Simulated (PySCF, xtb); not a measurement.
GeF2ClBr, SMILES [F][Ge]([Br])([Cl])[F].

GFN2-xTB in xtb at its own geometry gives an orbital gap of 4.89 eV and a dipole moment of 3.77 D.

The structure is a stationary point at PBE0-D3(BJ)/def2-SVP. The structure was generated by enumeration, and PubChem lists no compound with its InChIKey, so it may never have been made.

Problem. What does PySCF with PBE/def2-TZVP give? (An estimate is asked for; the answer gives what the named calculation found.)

Solution. gap 4.99 eV (levels -8.19 and -3.20 eV), dipole 1.39 D.
